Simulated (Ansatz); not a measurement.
Basis-set extrapolation for Cl2F2H3NSi2 (`F[SiH](F)N[SiH](Cl)Cl`) (PBE0-D4/def2-TZVP geometry, frozen core, the Gaussian-basis code of Ansatz). Multiplicity 1, RHF reference.

```
                       def2-TZVPP    def2-QZVPP
                 HF  -1752.436800  -1752.493768
    MP2 correlation     -1.310939     -1.434153
CCSD(T) correlation     -1.409934       not run
```

Energies in hartree. Use E(X) = E(∞) + A·exp(−7.88·√X) for Hartree–Fock and E(X) = E(∞) + B·X^(−2.97) for correlation, with X = 3 and 4, and add CCSD(T) minus MP2 of the smaller set to the MP2 limit.

Question: What is the CCSD(T) energy at the basis-set limit?

Answer: HF limit: -1752.493768 + (-0.056968) × 0.13774 = -1752.50161. MP2 limit: -1.434153 + (-0.123214) × 0.74074 = -1.52542. Higher-order term: -1.409934 − (-1.310939) = -0.09899. Total: -1754.12602 hartree, 733.3 kJ/mol below CCSD(T)/def2-TZVPP.
